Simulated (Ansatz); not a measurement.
`[OH][GeH]([PH2])[Br]` + `C[SiH2]O` → `C[SiH2]OP` + `[OH][GeH2][Br]`  (cleavage of the P–Ge bond)

Program: Ansatz. Geometries: PBE0-D4/def2-TZVP. ΔE: electronic, gas phase. CBS: MP2 limit from def2 TZ/QZ plus the TZ coupled-cluster correction, frozen cores. This one scheme is used for every species. Functionals use def2-TZVPP. For Br, Ge outer-core shells are correlated without core-valence functions, which leaves a few kJ/mol of doubt a bond. Scalar relativity is left out up to krypton. Each species was taken in one conformer, which may not be the lowest.

| level | ΔE (eV) |
| --- | --- |
| B2PLYP | 0.40 |
| r2SCAN | 0.48 |
| SCS-MP2/def2-TZVPP | 0.38 |
| HF/CBS(def2) | 0.15 |

(1) What does CCSD(T)/CBS give? (An estimate is asked.)

Largest T1 diagnostic among the species: 0.012.

## Answers

(1) Ansatz gave: +0.45 eV. The listed levels differ from it by -0.05, 0.03, -0.07, -0.30 eV.

From PBE to PBE0 (25 % exact exchange), in def2-TZVPP and without D4, ΔE moves by −0.03 eV. In def2-TZVPP, CCSD(T) changes the Hartree–Fock value by +0.25 eV (the triples alone add +0.03 eV) and MP2 by +0.29 eV.
